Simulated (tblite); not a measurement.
Parent: `[N:1]#[C:2][C@@H:3]([SiH3:4])[CH:5]=[O:6]` with C2–C3–C5–O6 153°, C3H5NOSi.

The geometries are computed with GFN2-xTB (gas phase). One conformer each, not checked by frequencies here.

```csv
coordinate of the parent,value
N1≡C2,1.144 Å
C2–C3,1.426 Å
C3–Si4,1.950 Å
C3–C5,1.487 Å
C5=O6,1.200 Å
N1–C2–C3,179.1°
C2–C3–Si4,109.0°
C2–C3–C5,113.0°
Si4–C3–C5,106.7°
C3–C5–O6,124.4°
```

Task: How does the shared frame change in `[CH3:1][CH2:2][C@:3]([SiH3:4])([C:5]#[N:6])[CH:7]=[O:8]` with C1–C2–C3–Si4 177°, C2–C3–C7–O8 -27°, C5H9NOSi? Atoms pair as N1 = N6, C2 = C5, C3 = C3, Si4 = Si4, C5 = C7, O6 = O8 (parent first).

Result: 
```json
{"parent": "N1≡C2", "relative": "N6≡C5", "value in the relative": "1.145 Å", "change": "+0.001"}
{"parent": "C2–C3", "relative": "C5–C3", "value in the relative": "1.430 Å", "change": "+0.004"}
{"parent": "C3–Si4", "relative": "C3–Si4", "value in the relative": "1.954 Å", "change": "+0.004"}
{"parent": "C3–C5", "relative": "C3–C7", "value in the relative": "1.490 Å", "change": "+0.003"}
{"parent": "C5=O6", "relative": "C7=O8", "value in the relative": "1.202 Å", "change": "+0.002"}
{"parent": "N1–C2–C3", "relative": "N6–C5–C3", "value in the relative": "179.3°", "change": "+0.2"}
{"parent": "C2–C3–Si4", "relative": "C5–C3–Si4", "value in the relative": "106.7°", "change": "-2.3"}
{"parent": "C2–C3–C5", "relative": "C5–C3–C7", "value in the relative": "111.4°", "change": "-1.6"}
{"parent": "Si4–C3–C5", "relative": "Si4–C3–C7", "value in the relative": "103.5°", "change": "-3.2"}
{"parent": "C3–C5–O6", "relative": "C3–C7–O8", "value in the relative": "124.9°", "change": "+0.5"}
```

Of the parent's bonds, C2–C3, C3–Si4 and C3–C5 change most and about equally (+0.003 to +0.004 Å). Bonds of the relative outside the shared frame: C1–C2 1.526, C2–C3 1.535 Å. Point group C1 → C1.

Task: How does the shared frame change in `[CH3:1][CH2:2][CH2:3][C@@:4]([SiH3:5])([C:6]#[N:7])[CH:8]=[O:9]` with C1–C2–C3–C4 180°, C2–C3–C4–Si5 -176°, C3–C4–C8–O9 28°, C6H11NOSi? Atoms pair as N1 = N7, C2 = C6, C3 = C4, Si4 = Si5, C5 = C8, O6 = O9 (parent first).

Result: 
```csv
parent,relative,value in the relative,change
N1≡C2,N7≡C6,1.145 Å,+0.001
C2–C3,C6–C4,1.429 Å,+0.003
C3–Si4,C4–Si5,1.954 Å,+0.004
C3–C5,C4–C8,1.489 Å,+0.002
C5=O6,C8=O9,1.202 Å,+0.002
N1–C2–C3,N7–C6–C4,179.2°,+0.1
C2–C3–Si4,C6–C4–Si5,106.8°,-2.2
C2–C3–C5,C6–C4–C8,111.4°,-1.6
Si4–C3–C5,Si5–C4–C8,103.5°,-3.2
C3–C5–O6,C4–C8–O9,124.8°,+0.4
```

Of the parent's bonds, C2–C3 and C3–Si4 change most and about equally (+0.003 to +0.004 Å). Bonds of the relative outside the shared frame: C1–C2 1.523, C2–C3 1.529, C3–C4 1.534 Å. Point group C1 → C1.

Task: How does the shared frame change in `[CH3:1][O:2][CH2:3][C@:4]([SiH3:5])([C:6]#[N:7])[CH:8]=[O:9]` with C1–O2–C3–C4 -171°, O2–C3–C4–Si5 21°, C3–C4–C8–O9 165°, C5H9NO2Si? Atoms pair as N1 = N7, C2 = C6, C3 = C4, Si4 = Si5, C5 = C8, O6 = O9 (parent first).

Result: 
```json
{"parent": "N1≡C2", "relative": "N7≡C6", "value in the relative": "1.144 Å", "change": "0.000"}
{"parent": "C2–C3", "relative": "C6–C4", "value in the relative": "1.429 Å", "change": "+0.003"}
{"parent": "C3–Si4", "relative": "C4–Si5", "value in the relative": "1.968 Å", "change": "+0.018"}
{"parent": "C3–C5", "relative": "C4–C8", "value in the relative": "1.480 Å", "change": "-0.007"}
{"parent": "C5=O6", "relative": "C8=O9", "value in the relative": "1.200 Å", "change": "0.000"}
{"parent": "N1–C2–C3", "relative": "N7–C6–C4", "value in the relative": "178.1°", "change": "-1.0"}
{"parent": "C2–C3–Si4", "relative": "C6–C4–Si5", "value in the relative": "105.9°", "change": "-3.1"}
{"parent": "C2–C3–C5", "relative": "C6–C4–C8", "value in the relative": "112.5°", "change": "-0.5"}
{"parent": "Si4–C3–C5", "relative": "Si5–C4–C8", "value in the relative": "106.0°", "change": "-0.7"}
{"parent": "C3–C5–O6", "relative": "C4–C8–O9", "value in the relative": "126.1°", "change": "+1.7"}
```

Of the parent's bonds, C3–Si4 changes most (+0.018 Å). Bonds of the relative outside the shared frame: C1–O2 1.406, O2–C3 1.408, C3–C4 1.519 Å. Point group C1 → C1.
